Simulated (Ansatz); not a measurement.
`[C]#C[SiH](Cl)Cl`, charge 0, multiplicity 2.

Give a relaxed structure at PBE0-D4/def2-TZVP (the Gaussian-basis code of Ansatz). (An estimate is asked.)

Computed: 
```xyz
6

C     2.035    0.765   -1.287
C     1.048    0.402   -0.686
Si   -0.461   -0.132    0.164
Cl   -0.772    1.070    1.773
Cl   -0.228   -2.058    0.772
H    -1.623   -0.047   -0.735
```
Point group Cs.
